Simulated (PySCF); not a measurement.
## SMILES C=C[SiH2][C@H]1SC[C@@H]1F, C5H9FSSi

Geometry (Å), atoms numbered from 1 in this order:
```xyz
17

C     2.879   -0.174    0.358
C     2.417   -0.134   -0.884
Si    0.609    0.032   -1.366
C    -0.488   -0.344    0.146
S    -0.408    0.873    1.534
C    -2.204    0.595    1.336
C    -1.986   -0.102   -0.001
F    -2.720   -1.255   -0.150
H     3.931   -0.260    0.581
H     2.222   -0.116    1.211
H     3.127   -0.184   -1.701
H     0.294    1.398   -1.802
H     0.237   -0.940   -2.400
H    -0.310   -1.335    0.564
H    -2.576   -0.083    2.103
H    -2.791    1.509    1.317
H    -2.239    0.532   -0.857
```

Method: TDDFT B3LYP/def2-SVPD circular dichroism and optical rotation, one conformer, gas phase (PySCF). Geometry: GFN2-xTB.

The molecule is flexible and this is one conformer; a measurement averages over conformers. States above about 6.4 eV (minus the energy of the highest occupied orbital) lie near or above the ionisation threshold and depend on the basis.

Question: Draw the ECD and absorption spectra from the lowest 8 states, each a Gaussian of half-width 0.35 eV at 1/e height.

Answer: 
```csv
E (eV),λ (nm),Δε (L mol⁻¹ cm⁻¹),ε (L mol⁻¹ cm⁻¹)
4.05,306,-0.09,8.89
4.15,299,-0.19,18.7
4.25,292,-0.33,33.5
4.35,285,-0.48,51.5
4.45,279,-0.56,68.2
4.55,273,-0.51,78.4
4.65,267,-0.34,80.3
4.75,261,-0.10,77.9
4.85,256,+0.09,82.6
4.95,251,+0.15,112
5.05,246,+0.08,184
5.15,241,-0.03,309
5.25,236,+0.04,475
5.35,232,+0.61,647
5.45,228,+1.99,781
5.55,224,+4.23,852
5.65,220,+6.99,865
5.75,216,+9.57,849
5.85,212,+11.30,848
5.95,209,+11.98,900
6.05,205,+11.86,1040
6.15,202,+11.37,1250
6.25,198,+10.76,1520
6.35,195,+10.12,1750
6.45,192,+9.48,1860
```
Δε uses R in velocity form, ε uses f in length form. Only the states computed contribute, so the short-wavelength end is incomplete.
